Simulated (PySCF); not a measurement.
Computed shifts of a molecule CH₁₀O₂Si₃, PBE/pcSseg-1 (PySCF), GIAO, gas phase, atoms alike by connectivity averaged where their shifts nearly agree, in ppm (number of nuclei): ¹³C: 67.8 (1). ²⁹Si: 10.1 (1), -107.1 (1), -123.9 (1). ¹H: 5.99 (1), 4.38 (1), 4.02 (3), 3.74 (1), 3.63 (1), 3.49 (1), 0.85 (1), 0.51 (1). References: ¹⁷O against H2O (σ = 334.3 ppm); ¹³C against TMS (σ = 182.0 ppm); ²⁹Si against TMS (σ = 335.4 ppm); ¹H against TMS (σ = 31.49 ppm), references at their B3LYP-D3(BJ)/def2-TZVP geometries, non-relativistic. Geometry optimised at B3LYP-D3(BJ)/def2-SVP. The values are those of a single conformer.

### Question
Which structure fits?
A. O[SiH2]C(O)([SiH3])[SiH3]
B. OC[Si@H](O)[SiH2][SiH3]
C. CO[Si@@H]([SiH3])O[SiH3]
D. CO[SiH2][SiH2]O[SiH3]

### Answer
B, OC[Si@H](O)[SiH2][SiH3]
